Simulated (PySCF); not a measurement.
CH₈O₂Si₂, SMILES C[Si](O)([SiH3])O.

Geometry: PBE-D3(BJ)/def2-SVP. The structure was generated by enumeration, and PubChem lists no compound with its InChIKey, so it may never have been made. Other conformers were not sampled.

All values below come from PBE-D3(BJ)/def2-SVP (PySCF 2.14.0).

Frequencies are harmonic and unscaled.

Computed vibrational spectrum:
```json
[
 {"mode": "1", "ν (cm⁻¹)": "84", "IR (km/mol)": "31.4", "moving atoms (share of kinetic energy)": "H 78 %, O 15 %"},
 {"mode": "2", "ν (cm⁻¹)": "104", "IR (km/mol)": "28.5", "moving atoms (share of kinetic energy)": "H 68 %, O 19 %, C 8 %"},
 {"mode": "3", "ν (cm⁻¹)": "125", "IR (km/mol)": "3.2", "moving atoms (share of kinetic energy)": "O 43 %, H 33 %, Si 20 %"},
 {"mode": "4", "ν (cm⁻¹)": "135", "IR (km/mol)": "15.6", "moving atoms (share of kinetic energy)": "H 61 %, C 14 %, Si 13 %, O 12 %"},
 {"mode": "5", "ν (cm⁻¹)": "158", "IR (km/mol)": "4.2", "moving atoms (share of kinetic energy)": "H 82 %, O 13 %"},
 {"mode": "6", "ν (cm⁻¹)": "167", "IR (km/mol)": "52.2", "moving atoms (share of kinetic energy)": "H 85 %"},
 {"mode": "7", "ν (cm⁻¹)": "216", "IR (km/mol)": "8.1", "moving atoms (share of kinetic energy)": "O 35 %, H 32 %, C 19 %, Si 14 %"},
 {"mode": "8", "ν (cm⁻¹)": "243", "IR (km/mol)": "18.3", "moving atoms (share of kinetic energy)": "Si 35 %, O 34 %, H 22 %, C 9 %"},
 {"mode": "9", "ν (cm⁻¹)": "325", "IR (km/mol)": "48.6", "moving atoms (share of kinetic energy)": "O 49 %, H 35 %, Si 11 %"},
 {"mode": "10", "ν (cm⁻¹)": "423", "IR (km/mol)": "18.7", "moving atoms (share of kinetic energy)": "Si 64 %, H 22 %, O 11 %"},
 {"mode": "11", "ν (cm⁻¹)": "485", "IR (km/mol)": "19.9", "moving atoms (share of kinetic energy)": "H 77 %, Si 15 %"},
 {"mode": "12", "ν (cm⁻¹)": "490", "IR (km/mol)": "19.0", "moving atoms (share of kinetic energy)": "H 81 %, Si 15 %"},
 {"mode": "13", "ν (cm⁻¹)": "652", "IR (km/mol)": "74.5", "moving atoms (share of kinetic energy)": "C 36 %, H 25 %, Si 21 %, O 17 %"},
 {"mode": "14", "ν (cm⁻¹)": "714", "IR (km/mol)": "35.8", "moving atoms (share of kinetic energy)": "H 79 %, C 17 %"},
 {"mode": "15", "ν (cm⁻¹)": "737", "IR (km/mol)": "92.9", "moving atoms (share of kinetic energy)": "H 75 %, C 18 %"},
 {"mode": "16", "ν (cm⁻¹)": "779", "IR (km/mol)": "137.2", "moving atoms (share of kinetic energy)": "H 49 %, O 40 %, Si 9 %"},
 {"mode": "17", "ν (cm⁻¹)": "797", "IR (km/mol)": "184.0", "moving atoms (share of kinetic energy)": "O 37 %, H 36 %, Si 22 %"},
 {"mode": "18", "ν (cm⁻¹)": "827", "IR (km/mol)": "210.0", "moving atoms (share of kinetic energy)": "H 83 %, Si 12 %"},
 {"mode": "19", "ν (cm⁻¹)": "883", "IR (km/mol)": "22.2", "moving atoms (share of kinetic energy)": "H 57 %, Si 26 %, O 14 %"},
 {"mode": "20", "ν (cm⁻¹)": "896", "IR (km/mol)": "8.9", "moving atoms (share of kinetic energy)": "H 85 %, Si 9 %"},
 {"mode": "21", "ν (cm⁻¹)": "905", "IR (km/mol)": "52.5", "moving atoms (share of kinetic energy)": "H 95 %"},
 {"mode": "22", "ν (cm⁻¹)": "923", "IR (km/mol)": "100.1", "moving atoms (share of kinetic energy)": "H 38 %, Si 36 %, O 24 %"},
 {"mode": "23", "ν (cm⁻¹)": "1214", "IR (km/mol)": "29.3", "moving atoms (share of kinetic energy)": "H 78 %, C 22 %"},
 {"mode": "24", "ν (cm⁻¹)": "1376", "IR (km/mol)": "4.6", "moving atoms (share of kinetic energy)": "H 96 %"},
 {"mode": "25", "ν (cm⁻¹)": "1383", "IR (km/mol)": "3.0", "moving atoms (share of kinetic energy)": "H 96 %"},
 {"mode": "26", "ν (cm⁻¹)": "2139", "IR (km/mol)": "63.3", "moving atoms (share of kinetic energy)": "H 98 %"},
 {"mode": "27", "ν (cm⁻¹)": "2151", "IR (km/mol)": "86.8", "moving atoms (share of kinetic energy)": "H 96 %"},
 {"mode": "28", "ν (cm⁻¹)": "2166", "IR (km/mol)": "82.3", "moving atoms (share of kinetic energy)": "H 96 %"},
 {"mode": "29", "ν (cm⁻¹)": "2965", "IR (km/mol)": "2.9", "moving atoms (share of kinetic energy)": "H 97 %"},
 {"mode": "30", "ν (cm⁻¹)": "3061", "IR (km/mol)": "5.6", "moving atoms (share of kinetic energy)": "H 91 %, C 9 %"},
 {"mode": "31", "ν (cm⁻¹)": "3073", "IR (km/mol)": "2.6", "moving atoms (share of kinetic energy)": "H 91 %, C 9 %"},
 {"mode": "32", "ν (cm⁻¹)": "3739", "IR (km/mol)": "54.3", "moving atoms (share of kinetic energy)": "H 94 %"},
 {"mode": "33", "ν (cm⁻¹)": "3768", "IR (km/mol)": "64.0", "moving atoms (share of kinetic energy)": "H 94 %"}
]
```
